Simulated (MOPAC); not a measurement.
MOPAC input (PM6):

```
PM6 FORCE THERMO(298,298) PRECISE LET UHF MS=0.5 GEO-OK AUX(PRECISION=9) THREADS=1
C2H8GeN

C     2.94797823 1   -0.07516028 1    0.09491220 1
C     1.57241732 1    0.19419728 1   -0.53220047 1
N     0.55426983 1   -0.36921792 1    0.31908039 1
Ge   -1.22136991 1    0.02956850 1    0.05056854 1
H     3.09878562 1   -1.14850993 1    0.27099350 1
H     3.04072110 1    0.41636463 1    1.07134583 1
H     3.75443622 1    0.28443598 1   -0.54983210 1
H     1.45929135 1    1.29058667 1   -0.71087072 1
H     1.53041739 1   -0.28285362 1   -1.54623758 1
H    -1.65704103 1    0.62228227 1    1.38841031 1
H    -1.46109380 1    0.98762613 1   -1.10862771 1
H    -1.86267516 1   -1.33564630 1   -0.18459104 1
```

From the output:

```
     H   12   0.001713   0.005818   0.007325   0.233480   0.226097   3.094646

          HEAT OF FORMATION =      42.931805 KCALS/MOLE

          ZERO POINT ENERGY      54.170 KCAL/MOL

           NORMAL COORDINATE ANALYSIS (Total motion = 1 Angstrom)

   Root No.       1         2         3         4         5         6         7         8

                 1 A       2 A       3 A       4 A       5 A       6 A       7 A       8 A

                  14.3      64.3     129.8     206.4     325.4     505.9     527.4     654.6

           1   -0.0048   -0.0004    0.0025    0.0205    0.0943   -0.0013    0.0039   -0.0175
           2   -0.0086    0.0072   -0.0051   -0.0477    0.0732   -0.0007   -0.0037   -0.0084
           3   -0.0605    0.0056    0.0067    0.0049    0.0019   -0.0001    0.0005   -0.0012
           4   -0.0048   -0.0004    0.0023    0.0170    0.0852   -0.0008    0.0005   -0.0105
           5    0.0030   -0.0037    0.0058    0.0613   -0.0121   -0.0050    0.0389    0.0361
           6    0.0459    0.0204   -0.0338    0.0145    0.0078   -0.0041    0.0016    0.0136
           7   -0.0149    0.0087   -0.0063   -0.0288    0.0087    0.0009    0.0301    0.1160
           8    0.0066   -0.0068    0.0089    0.0797    0.0082   -0.0038    0.0183   -0.0211
           9    0.0854   -0.0444    0.0216   -0.0254    0.0199   -0.0372   -0.0022    0.0137
          10    0.0043   -0.0012    0.0001   -0.0031   -0.0375   -0.0009   -0.0059   -0.0214
          11    0.0000    0.0004   -0.0016   -0.0144   -0.0152    0.0028   -0.0142    0.0018
          12   -0.0114    0.0021    0.0016    0.0003   -0.0055    0.0139    0.0011   -0.0044
          13    0.0497    0.0118   -0.0257   -0.0187    0.1405   -0.0026   -0.0216   -0.0416
          14   -0.0363   -0.0435   -0.2004   -0.0693    0.1094    0.0010   -0.0247   -0.0483
          15   -0.1043   -0.0345   -0.1107    0.0087    0.0019    0.0014   -0.0007   -0.0137
          16   -0.0712   -0.0058    0.0245   -0.0220    0.1261    0.0041   -0.0181   -0.0746
          17    0.0158    0.0675    0.1985   -0.0910    0.1069    0.0002   -0.0247   -0.0453
          18   -0.1018   -0.0280   -0.0879    0.0084    0.0005    0.0017    0.0009   -0.0115
          19    0.0066   -0.0071    0.0089    0.0990    0.0153   -0.0050    0.0512    0.0692
          20   -0.0132    0.0062   -0.0222   -0.0784    0.1063    0.0007   -0.0239   -0.0459
          21   -0.0576    0.0663    0.2531   -0.0107   -0.0016    0.0013    0.0006   -0.0093
          22   -0.0598   -0.0133    0.0276    0.0407    0.0818   -0.0011    0.0012   -0.0254
          23    0.0242    0.0346   -0.0313    0.1042   -0.0105    0.0024    0.0357   -0.0340
          24    0.0859    0.0524   -0.0701    0.0367    0.0094   -0.0003    0.0019   -0.0288
          25    0.0619    0.0052   -0.0171    0.0518    0.0930   -0.0043    0.0033   -0.0545
          26   -0.0147   -0.0495    0.0498    0.0502   -0.0103   -0.0129    0.0369    0.0648
          27    0.0849    0.0489   -0.0667    0.0330    0.0124   -0.0019    0.0002   -0.0322
          28    0.0759   -0.0107    0.0150    0.0573    0.0318    0.3513   -0.1367    0.2052
          29   -0.0350   -0.1627    0.0134   -0.0341   -0.0060    0.0960    0.0825   -0.0254
          30    0.0187    0.1280   -0.0095    0.0176   -0.0061   -0.0673   -0.0674    0.0284
          31    0.0233    0.0351   -0.0094   -0.1050   -0.0397    0.0074    0.2671   -0.0061
          32   -0.0056   -0.0111   -0.0062   -0.0884   -0.0229   -0.0355    0.1945   -0.0097
          33   -0.1006   -0.1712    0.0108   -0.0097   -0.0137   -0.1891    0.0222   -0.0028
          34   -0.0746   -0.0382   -0.0000    0.0753   -0.0074   -0.2701   -0.1941    0.1927
          35    0.0374    0.1808   -0.0207   -0.0284   -0.0198   -0.1302    0.0685   -0.0246
          36   -0.0163    0.0970   -0.0099    0.0195   -0.0023   -0.1774   -0.0291    0.0507

   Root No.       9        10        11        12        13        14        15        16

                 9 A      10 A      11 A      12 A      13 A      14 A      15 A      16 A

                 764.0     781.3     809.7     814.1     989.2    1018.8    1128.8    1149.3

           1    0.0036   -0.0008   -0.0002   -0.0024    0.0258    0.0028   -0.1403    0.0011
           2    0.0017   -0.0026    0.0001    0.0007    0.0631    0.0004    0.0291    0.0003
           3    0.0031    0.0023   -0.0011   -0.0011    0.0005   -0.0416   -0.0010    0.0469
           4    0.0007   -0.0003   -0.0001    0.0001   -0.0027   -0.0033    0.1445   -0.0060
           5    0.0057   -0.0167    0.0005    0.0046    0.0056    0.0025   -0.0315    0.0010
           6    0.0441    0.0218   -0.0060   -0.0055   -0.0003    0.0441    0.0040   -0.0283
           7    0.0038   -0.0327    0.0025    0.0221   -0.0376   -0.0057    0.0023   -0.0019
           8   -0.0039    0.0076   -0.0005   -0.0069   -0.0371   -0.0054    0.0177   -0.0050
           9   -0.0125   -0.0127   -0.0022    0.0060   -0.0024   -0.0129   -0.0017   -0.0075
          10    0.0022    0.0006    0.0011    0.0015    0.0022    0.0005   -0.0008    0.0002
          11    0.0008   -0.0032   -0.0004   -0.0040    0.0005    0.0000   -0.0013    0.0001
          12   -0.0006   -0.0002   -0.0063    0.0007    0.0004   -0.0004   -0.0001   -0.0003
          13    0.0927    0.0695   -0.0172   -0.0266   -0.1385   -0.1811   -0.1646    0.1213
          14   -0.0048    0.0122   -0.0006   -0.0072   -0.0900    0.0109   -0.0346   -0.0144
          15   -0.0500   -0.0265    0.0078    0.0075   -0.0119    0.0714   -0.0035   -0.0339
          16   -0.0978   -0.0389    0.0155    0.0067   -0.1150    0.2029   -0.1463   -0.1346
          17    0.0034    0.0168   -0.0018   -0.0085   -0.0933   -0.0056   -0.0365    0.0173
          18   -0.0489   -0.0269    0.0078    0.0078    0.0091    0.0700    0.0061   -0.0340
          19    0.0167   -0.0366    0.0014    0.0161    0.3569   -0.0136    0.0048    0.0069
          20   -0.0010    0.0148   -0.0011   -0.0080   -0.0909    0.0004   -0.0213    0.0034
          21   -0.0475   -0.0264    0.0078    0.0079   -0.0008    0.0870    0.0035   -0.0580
          22    0.0850    0.0568   -0.0149   -0.0243   -0.0377   -0.0964    0.1480   -0.2333
          23   -0.1162   -0.0659    0.0140    0.0111   -0.0415   -0.1382   -0.0262   -0.0943
          24   -0.0957   -0.0500    0.0122    0.0133   -0.0105   -0.0262   -0.0216    0.0097
          25   -0.0834   -0.0398    0.0136    0.0057   -0.0405    0.1254    0.1585    0.3030
          26    0.1381    0.0564   -0.0157   -0.0155   -0.0473    0.1694    0.0006    0.1329
          27   -0.0893   -0.0452    0.0112    0.0106    0.0073   -0.0186    0.0149    0.0218
          28   -0.0957    0.1732    0.1789   -0.0475    0.0238   -0.0031   -0.0153    0.0000
          29   -0.0370    0.1028   -0.1264    0.2344    0.0039    0.0000   -0.0031    0.0000
          30    0.0227   -0.0659    0.1197   -0.1756   -0.0040   -0.0008    0.0037   -0.0006
          31   -0.0795    0.1159   -0.0778   -0.2164    0.0143    0.0049    0.0039    0.0008
          32   -0.0518    0.0894    0.0272   -0.1403    0.0104    0.0029    0.0034    0.0005
          33    0.0088    0.0328    0.3848   -0.0343    0.0018   -0.0037    0.0006   -0.0012
          34   -0.0981    0.1239   -0.2102   -0.1010    0.0222    0.0077   -0.0124    0.0034
          35   -0.0259    0.1287    0.1303    0.2537    0.0051    0.0001   -0.0041    0.0005
          36   -0.0464    0.1142    0.0195    0.1089    0.0127    0.0029   -0.0086    0.0017

   Root No.      17        18        19        20        21        22        23        24

                17 A      18 A      19 A      20 A      21 A      22 A      23 A      24 A

                1221.4    1249.3    1255.3    1264.0    1297.5    1339.1    2257.8    2265.7

           1    0.0005    0.0046   -0.0000    0.0080    0.0266   -0.0479    0.0000    0.0001
           2    0.0057    0.0273   -0.0003   -0.0194    0.0217    0.0014   -0.0000   -0.0001
           3    0.0005   -0.0001   -0.0335   -0.0001   -0.0023   -0.0003    0.0001    0.0000
           4    0.0287   -0.0072   -0.0011   -0.0011   -0.0601   -0.0288    0.0000   -0.0005
           5   -0.0588   -0.0417    0.0009   -0.0390   -0.0668   -0.0256    0.0000    0.0005
           6   -0.0022    0.0024   -0.0054    0.0027    0.0004    0.0000   -0.0003   -0.0001
           7    0.0031    0.0179   -0.0004    0.0160    0.0222    0.0096    0.0003    0.0005
           8    0.0142    0.0559   -0.0014    0.0517    0.0259    0.0146   -0.0002   -0.0022
           9   -0.0001   -0.0004   -0.0004   -0.0008    0.0018    0.0005   -0.0015    0.0003
          10   -0.0002   -0.0007    0.0000   -0.0006   -0.0007   -0.0003    0.0020    0.0026
          11   -0.0002   -0.0002    0.0000   -0.0003   -0.0001   -0.0001   -0.0009   -0.0083
          12   -0.0001   -0.0002   -0.0000   -0.0002   -0.0001   -0.0001   -0.0096    0.0013
          13   -0.0007    0.0491    0.1529   -0.0886   -0.1462    0.2054   -0.0002    0.0001
          14   -0.0074   -0.1682    0.2257    0.1343   -0.0405    0.0735    0.0002   -0.0002
          15   -0.0012   -0.1407    0.0650    0.1433    0.0330   -0.0660   -0.0001    0.0001
          16   -0.0058    0.0363   -0.1637   -0.0763   -0.1223    0.2110    0.0002    0.0001
          17   -0.0125   -0.2045   -0.1920    0.1615   -0.0336    0.0680   -0.0001   -0.0002
          18    0.0016    0.1253    0.0129   -0.1252   -0.0335    0.0740   -0.0003   -0.0001
          19    0.0446   -0.0595    0.0097    0.1029   -0.0193    0.2499   -0.0001   -0.0003
          20   -0.0151    0.0314   -0.0281   -0.0492    0.0230   -0.1106   -0.0000    0.0002
          21    0.0040    0.0237    0.3945   -0.0130    0.0008   -0.0093    0.0001    0.0000
          22   -0.2174   -0.1048   -0.0056   -0.1071    0.2516    0.0765    0.0002    0.0007
          23    0.2248   -0.1421    0.0030   -0.1434    0.1329    0.0320    0.0014    0.0007
          24    0.2800   -0.0389   -0.0030   -0.0356    0.0039   -0.0112   -0.0004    0.0004
          25   -0.1941   -0.0611    0.0223   -0.0683    0.1925    0.0635    0.0000    0.0003
          26    0.2588   -0.1001    0.0033   -0.1038    0.1077    0.0270   -0.0014    0.0005
          27   -0.2569    0.0285    0.0004    0.0251    0.0038    0.0135   -0.0004   -0.0001
          28   -0.0056   -0.0146    0.0004   -0.0132   -0.0057   -0.0025   -0.0089    0.0008
          29   -0.0012   -0.0012   -0.0000   -0.0009    0.0004    0.0001    0.3072    0.1280
          30    0.0021    0.0048   -0.0001    0.0042    0.0016    0.0010    0.3717    0.2056
          31    0.0016   -0.0014    0.0000   -0.0001   -0.0047   -0.0010   -0.0012   -0.2765
          32    0.0016   -0.0002    0.0001    0.0010   -0.0048   -0.0009    0.0078    0.3847
          33    0.0005   -0.0003    0.0001   -0.0001   -0.0007   -0.0001   -0.0334   -0.0825
          34   -0.0028   -0.0102    0.0004   -0.0095   -0.0052   -0.0019   -0.1350    0.0873
          35   -0.0012   -0.0020    0.0002   -0.0016   -0.0002   -0.0001   -0.2445    0.1080
          36   -0.0027   -0.0087    0.0003   -0.0080   -0.0040   -0.0019    0.3754   -0.2229

   Root No.      25        26        27        28        29        30

                25 A      26 A      27 A      28 A      29 A      30 A

                2355.2    2622.8    2692.0    2694.9    2705.3    2788.7

           1   -0.0000    0.0002    0.0025   -0.0010    0.0007   -0.0235
           2    0.0001   -0.0002    0.0206   -0.0040   -0.0329    0.0017
           3   -0.0000    0.0054   -0.0107   -0.0417   -0.0024    0.0004
           4    0.0002    0.0011    0.0122   -0.0043    0.0075   -0.0054
           5   -0.0006    0.0011   -0.0169    0.0064   -0.0128    0.0007
           6    0.0000   -0.0463   -0.0008   -0.0078    0.0004   -0.0000
           7    0.0029   -0.0003   -0.0007    0.0002    0.0000   -0.0000
```
